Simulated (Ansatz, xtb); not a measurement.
# Ranking isomers of C2H2N2Si

9 gas-phase structures of C2H2N2Si, from a drawn sample of its isomers (lower ones may exist). Each was relaxed with GFN2-xTB:

A. `C#CN[Si]#N`, a singlet
B. `N#CC1=N[SiH2]1`, a singlet
C. `C=[Si]=NC#N`, a singlet
D. `N=C=C=[Si]=N`, a singlet
E. `N#[Si]C=C=N`, a singlet
F. a singlet given by its coordinates
G. `C=C=N[Si]#N`, a singlet
H. `N#CC[Si]#N`, a singlet
I. `N#CC=[Si]=N`, a singlet

F (Å):

```xyz
7

C     0.2084   -0.6928    0.5832
C    -0.7313    1.0227    1.6398
N    -0.5811    0.4281    0.5005
N     0.5930   -1.1811    1.7115
Si   -0.3281   -0.3364    2.9168
H     0.4523   -1.1818   -0.3492
H    -1.4975    1.7837    1.6940
```

Close contacts (Å): C1–N3 1.37, C1–N4 1.29, C2–N3 1.29, C2–Si5 1.91, N4–Si5 1.74, C1–H6 1.08, C2–H7 1.08.

Question: Make a reasoned guess at their ranking by r2SCAN-D4/def2-SVP single-point energy.

Answer: Calculated order at r2SCAN-D4/def2-SVP: B (0.0), F (5.1), I (11.8), C (16.3), D (21.8), H (30.6), G (36.7), E (37.7), A (59.7) kcal/mol. Less than 1 kcal/mol parts G and E, so the order within that pair means little.

Energies above the lowest of each column, in kcal/mol; the last columns are at PBE0-D4/def2-SVP geometries and were run for some of them only (a dash: not run or not comparable):

```json
{"structure": "B", "GFN2-xTB": "22.9", "HF/STO-3G": "3.9", "r2SCAN-D4/def2-SVP": "0.0", "PBE0-D4/def2-SVP": "0.7", "CCSD(T)/def2-SVP + ΔMP2/def2-TZVPP": "0.0"}
{"structure": "F", "GFN2-xTB": "9.7", "HF/STO-3G": "0.0", "r2SCAN-D4/def2-SVP": "5.1", "PBE0-D4/def2-SVP": "0.0", "CCSD(T)/def2-SVP + ΔMP2/def2-TZVPP": "2.8"}
{"structure": "I", "GFN2-xTB": "5.7", "HF/STO-3G": "60.5", "r2SCAN-D4/def2-SVP": "11.8", "PBE0-D4/def2-SVP": "–", "CCSD(T)/def2-SVP + ΔMP2/def2-TZVPP": "–"}
{"structure": "C", "GFN2-xTB": "0.0", "HF/STO-3G": "66.8", "r2SCAN-D4/def2-SVP": "16.3", "PBE0-D4/def2-SVP": "–", "CCSD(T)/def2-SVP + ΔMP2/def2-TZVPP": "–"}
{"structure": "D", "GFN2-xTB": "10.1", "HF/STO-3G": "117.1", "r2SCAN-D4/def2-SVP": "21.8", "PBE0-D4/def2-SVP": "–", "CCSD(T)/def2-SVP + ΔMP2/def2-TZVPP": "–"}
{"structure": "H", "GFN2-xTB": "9.2", "HF/STO-3G": "48.0", "r2SCAN-D4/def2-SVP": "30.6", "PBE0-D4/def2-SVP": "–", "CCSD(T)/def2-SVP + ΔMP2/def2-TZVPP": "–"}
{"structure": "G", "GFN2-xTB": "1.2", "HF/STO-3G": "91.6", "r2SCAN-D4/def2-SVP": "36.7", "PBE0-D4/def2-SVP": "–", "CCSD(T)/def2-SVP + ΔMP2/def2-TZVPP": "–"}
{"structure": "E", "GFN2-xTB": "15.7", "HF/STO-3G": "97.9", "r2SCAN-D4/def2-SVP": "37.7", "PBE0-D4/def2-SVP": "–", "CCSD(T)/def2-SVP + ΔMP2/def2-TZVPP": "–"}
{"structure": "A", "GFN2-xTB": "14.6", "HF/STO-3G": "97.5", "r2SCAN-D4/def2-SVP": "59.7", "PBE0-D4/def2-SVP": "–", "CCSD(T)/def2-SVP + ΔMP2/def2-TZVPP": "–"}
```

CCSD(T)/def2-SVP + ΔMP2/def2-TZVPP puts B lowest of those it was run on; GFN2-xTB picks C, HF/STO-3G picks F, PBE0-D4/def2-SVP picks F. Some further structures that were screened fall inside this span and aren't listed. Frequencies (PBE0-D4/def2-SVP) were run for B, F alone. ΔMP2 is the change of the MP2 energy from the smaller to the larger basis.

Over these structures GFN2-xTB departs from r2SCAN-D4/def2-SVP by 15.0 kcal/mol on average once a common shift is removed. A GFN2-xTB relaxation took about 0.09 s and the r2SCAN-D4/def2-SVP energy about 1.2 s on a shared host (Ansatz 0.2.0, xtb 6.7.1).
